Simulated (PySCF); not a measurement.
A structure optimised at r2SCAN-D4/def2-SVP, used in a PySCF frequency run:

```xyz
6

O      0.5349    -0.7782    -1.1616
S     -0.0924    -0.0688     0.0000
O      0.5349    -0.7782     1.1616
O     -1.5315     0.0717     0.0000
O      0.4664     1.4446     0.0000
H      1.4405     1.4212     0.0000
```
Charge 0, spin multiplicity 2.

Write its SMILES, formula and point group.

[O]S(=O)(=O)O, HO4S, Cs

What are its rotational constants (standard atomic weights)?

5.3461, 5.0873, 4.7002 GHz
